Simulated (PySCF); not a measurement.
Single point on SrSb

State: ⁴Σ⁻ (quartet), unpaired electrons σ ↑, π ↑↑.

An equivalent input (the run itself took its basis sets from the Basis Set Exchange, started from a PBE0 density and held the occupation σ 8α 7β, πx 4α 3β, πy 4α 3β, δx 1α 1β, δy 1α 1β):

```python
from pyscf import gto, scf, cc
mol = gto.M(atom='Sr 0 0 0; Sb 0 0 3.275', basis={'Sr': 'def2-SVP', 'Sb': 'def2-SVP'}, ecp={'Sr': 'def2-SVP', 'Sb': 'def2-SVP'},
            charge=0, spin=3, verbose=4, symmetry='C2v')
mf = scf.UHF(mol)
mf.irrep_nelec = {'A1': (9, 8), 'A2': (1, 1), 'B1': (4, 3), 'B2': (4, 3)}
mf.conv_tol = 1e-9
mf.max_cycle = 60
mf.diis_space = 10
mf.kernel()
mycc = cc.CCSD(mf, frozen=[[0, 1, 2, 3, 47, 48], [0, 1, 2, 3, 47, 48]])
mycc.run(conv_tol=1e-7, conv_tol_normt=1e-5, max_cycle=80, diis_space=8)
et = mycc.ccsd_t()
```

The SCF ended at -269.62784472 hartree. The coupled-cluster part of the log:

```
******** <class 'pyscf.cc.uccsd.UCCSD'> ********
CC2 = 0
CCSD nocc = (14, 11), nmo = (43, 43)
frozen orbitals [[0, 1, 2, 3, 47, 48], [0, 1, 2, 3, 47, 48]]
max_cycle = 80
direct = 0
conv_tol = 1e-07
conv_tol_normt = 1e-05
diis_space = 8
diis_start_cycle = 0
diis_start_energy_diff = 1e+09
Init t2, MP2 energy = -0.144090560851392
Init E_corr(UCCSD) = -0.144090560866499
cycle = 1  E_corr(UCCSD) = -0.156774105606071  dE = -0.0126835447  norm(t1,t2) = 0.0722202
cycle = 2  E_corr(UCCSD) = -0.160733211128652  dE = -0.00395910552  norm(t1,t2) = 0.0358896
cycle = 3  E_corr(UCCSD) = -0.163518457554884  dE = -0.00278524643  norm(t1,t2) = 0.0264844
cycle = 4  E_corr(UCCSD) = -0.163955986986501  dE = -0.000437529432  norm(t1,t2) = 0.0129493
cycle = 5  E_corr(UCCSD) = -0.163890749637612  dE = 6.52373489e-05  norm(t1,t2) = 0.00809742
cycle = 6  E_corr(UCCSD) = -0.164035217786742  dE = -0.000144468149  norm(t1,t2) = 0.00259566
cycle = 7  E_corr(UCCSD) = -0.164060938700568  dE = -2.57209138e-05  norm(t1,t2) = 0.00102382
cycle = 8  E_corr(UCCSD) = -0.1640591441797  dE = 1.79452087e-06  norm(t1,t2) = 0.000483021
cycle = 9  E_corr(UCCSD) = -0.164059572284238  dE = -4.28104538e-07  norm(t1,t2) = 0.000173385
cycle = 10  E_corr(UCCSD) = -0.164059461269583  dE = 1.11014655e-07  norm(t1,t2) = 7.86644e-05
cycle = 11  E_corr(UCCSD) = -0.164059657952981  dE = -1.96683398e-07  norm(t1,t2) = 3.53319e-05
cycle = 12  E_corr(UCCSD) = -0.164059681602569  dE = -2.36495883e-08  norm(t1,t2) = 1.30488e-05
cycle = 13  E_corr(UCCSD) = -0.16405992352815  dE = -2.41925581e-07  norm(t1,t2) = 5.03161e-06
cycle = 14  E_corr(UCCSD) = -0.164059979956977  dE = -5.64288275e-08  norm(t1,t2) = 1.96248e-06
UCCSD converged
E(UCCSD) = -269.7919046994722  E_corr = -0.1640599799569773
UCCSD(T) correction = -0.004313183864958
```

T1 diagnostic 0.027, D1 0.161, 25 electrons correlated, 2 of the virtual orbitals (those above 20 hartree) left out.

Repeating this along the bond gives Re = 3.350 Å and ωe = 114 cm⁻¹.

A point of this curve took 20 CPU seconds beside 0.35 for the integrals, on Arm Neoverse N1 (shared host).

Correlated steps freeze 4 core orbitals. Spin–orbit coupling is left out. The state was picked by a PBE0 search and need not be the measured ground state.
